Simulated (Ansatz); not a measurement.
The cluster InO3H3⁺. Charge 1, multiplicity 2. Geometry PBE0-D4/def2-SVP, that of the neutral singlet; atoms count from 1.

```xyz
7

In    0.157   -0.170   -0.065
O     1.845    0.864    0.137
O    -1.669    0.555    0.305
O     0.262   -2.051   -0.680
H    -0.621   -2.437   -0.737
H     1.682    1.765    0.441
H    -1.656    1.474    0.598
```

In the def2 sets In takes a core potential; there is no spin–orbit coupling. The structure comes from a short search, and lower isomers may exist.

Estimate the Mulliken populations from the PBE0/def2-TZVP orbitals of Ansatz.


```csv
atom,charge (e),spin (α − β)
In1,1.15,-0.08
O2,-0.45,0.29
O3,-0.47,0.27
O4,-0.34,0.55
H5,0.38,-0.01
H6,0.36,-0.01
H7,0.36,-0.01
```
Mulliken values and Mayer orders depend strongly on the basis.

Where does the spin sit?

Summed by element: In -0.08, O 1.11, H -0.03, of 1 unpaired in all. Largest on single atoms: O4 0.55, O2 0.29, O3 0.27.

And the Mayer bond orders between bonded heavy atoms (over 0.3)?

In1–O2 0.95 (1.99 Å); In1–O3 0.94 (2.00 Å); In1–O4 0.86 (1.98 Å).
